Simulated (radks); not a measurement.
The numbers below are computed, except where a source is named.
Q: Ionisation of He, [He], to He+, 1s1, under several functionals. Dirac Kohn-Sham, spin-unpolarised, spherical densities, finite nucleus; a radial shooting solver on a logarithmic mesh with Libxc functionals. The NIST Atomic Spectra Database gives 24.587 eV (measured). Rank these functionals by the error of their Delta-SCF ionisation energy: PBEsol; Wu-Cohen GGA; OLYP; LDA (Slater exchange, Perdew-Zunger correlation); XLYP; revPBE.

A: From best to worst: LDA (Slater exchange, Perdew-Zunger correlation) 26.485 eV (+1.898); PBEsol 26.594 eV (+2.006); Wu-Cohen GGA 26.751 eV (+2.164); revPBE 27.047 eV (+2.460); OLYP 27.068 eV (+2.481); XLYP 27.254 eV (+2.667). Spin polarisation and multiplet splitting are left out, so open shells lie too high by an amount that depends on their filling.

Beside tabulated values, note that spin-unpolarised runs miss the spin-polarisation part of the exchange energy of open shells.
